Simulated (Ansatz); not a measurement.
```xyz
10

Si    0.821    1.309    0.769
As   -1.009   -0.145    1.093
Si   -0.472   -1.458   -0.794
H     2.052    0.577    1.167
H     0.657    2.494    1.650
H     0.965    1.766   -0.638
H    -1.954    0.746    0.296
H     0.711   -2.286   -0.443
H    -1.617   -2.355   -1.099
H    -0.154   -0.648   -2.000
```

The species carries charge 0 and has multiplicity 1.

(1) List the PBE0/def2-TZVPP orbital energies in eV (Ansatz 0.2.0). (Estimate.)

## Answers

(1) Ansatz gave: Occupied: -11598.11, -1802.84, -1802.84, -1468.69, -1312.13, -1312.12, -1312.10, -192.02, -145.18, -145.18, -138.71, -138.68, -138.61, -99.85, -99.85, -99.81, -99.81, -99.81, -99.81, -45.15, -45.13, -45.08, -45.05, -45.03, -17.97, -15.03, -14.34, -10.66, -10.31, -9.92, -9.80, -9.30, -8.34, -7.43. Lowest empty: -0.09, 0.11, 0.16, 0.27, 0.83, 1.35, 1.73, 1.77.
